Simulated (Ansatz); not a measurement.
Consider the redistribution: `C=[N][GeH2][NH2]` + `C[Si](C)(C)N` → `C=[N][GeH2][CH3]` + `C[Si](C)(N)N`.

Program: Ansatz. Geometries: PBE0-D4/def2-TZVP. ΔE: electronic, gas phase. CBS: MP2 limit from def2 TZ/QZ plus the TZ coupled-cluster correction, frozen cores. DFT in def2-TZVPP. For Ge outer-core shells are correlated without core-valence functions, which leaves a few kJ/mol of doubt a bond. Scalar relativity is left out up to krypton. Each species was taken in one conformer, which may not be the lowest.

```csv
level,ΔE (kcal/mol),difference from CCSD(T)/CBS
PBE-D4,-9.9,1.1
ωB97X-V,-10.3,0.7
PBE,-10.0,1.0
r2SCAN,-10.7,0.3
HF/def2-TZVPP,-11.0,0.0
MP2/def2-TZVPP,-10.8,0.2
HF/def2-QZVPP,-11.1,-0.1
SCS-MP2/def2-QZVPP,-10.9,0.1
HF/CBS(def2),-11.1,-0.1
CCSD/CBS(def2),-11.3,-0.3
CCSD(T)/CBS,-11.0,0
```

Largest T1 diagnostic among the species: 0.012.
